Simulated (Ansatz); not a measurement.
Relaxation of BCl2FH (5 atoms, charge 0, multiplicity 2), to a largest force component of 0.03 eV/Å in at most 50 steps.

All numbers below come from Ansatz 0.2.0, UHF/def2-SVP.

```xyz
5
Properties=species:S:1:pos:R:3
B 0.000 0.000 -0.107
H 0.000 0.000 1.081
Cl 1.520 0.000 -0.971
Cl -1.520 0.000 -0.971
F 0.000 0.000 3.208
```

Task: Where does it end, and by what steps?

Result: The forces met the threshold. The force dipped under the threshold on the way, but the program's further checks kept it going. After 7 steps the energy has fallen by 0.075 eV; F5 moved furthest, 0.65 Å.

| step | energy less start (eV) | largest force component (eV/Å) | accepted |
| --- | --- | --- | --- |
| 0 | 0.0000 | 0.283 | yes |
| 1 | -0.0169 | 0.172 | yes |
| 2 | -0.0532 | 0.348 | yes |
| 3 | -0.0593 | 0.138 | yes |
| 4 | -0.0710 | 0.038 | yes |
| 5 | -0.0742 | 0.022 | yes |
| 6 | -0.0751 | 0.005 | yes |
| 7 | -0.0753 | 0.003 | yes |

```xyz
5
Properties=species:S:1:pos:R:3
B 0.000 0.000 -0.267
H 0.000 0.000 0.919
Cl 1.519 0.000 -1.135
Cl -1.519 0.000 -1.135
F 0.000 0.000 3.857
```

Whether the end is a true minimum wasn't checked by a vibrational analysis.

Time of the run: 31 s on 1 thread of Arm Neoverse V1, on a shared host, peak memory 0.2 GiB.
